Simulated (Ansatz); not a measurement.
MBr2 with several metals: binding per atom (eV) at several levels, gas phase, relaxed structures; Ansatz. Binding counts from free atoms in the multiplicity of their measured ground term, without zero-point energy. Singlets are spin-restricted. A dash marks a value that wasn't run or was left out as unsound. The structures are stationary points that may keep the symmetry of their start. Correlated methods freeze inner cores and use unrestricted references for open shells. Remarks come from the PBE and PBE0 runs and from stability tests at other levels; not every state was tested. HOMO above LUMO (over both spins in singlets and doublets, within one spin in higher multiplets; at PBE or PBE0), or a gap under 0.15 eV within one spin, warns that the state may not be the lowest or that an electron is smeared out.

```csv
species,state,geometry,HF/def2-TZVP,revPBE-D4/def2-TZVP,PBE0-D4/def2-TZVP,BHLYP-D4/def2-TZVP,LC-ωPBE/def2-TZVP,MP2/def2-TZVP,remarks
FeBr2,quintet,PBE-D4/def2-TZVP,1.85,2.47,2.54,2.32,2.51,2.45,gap within one spin near zero
CrBr2,quintet,PBE-D4/def2-TZVP,1.67,2.19,2.17,2.20,2.13,2.08,"gap within one spin near zero, spin-contaminated (⟨S²⟩ up to 6.12)"
MnBr2,sextet,B3LYP-D4/def2-TZVP,–,2.52,2.50,2.30,–,2.42,–
CoBr2,quartet,PBE0-D4/def2-TZVP,1.70,2.33,2.38,2.35,2.25,2.34,–
```
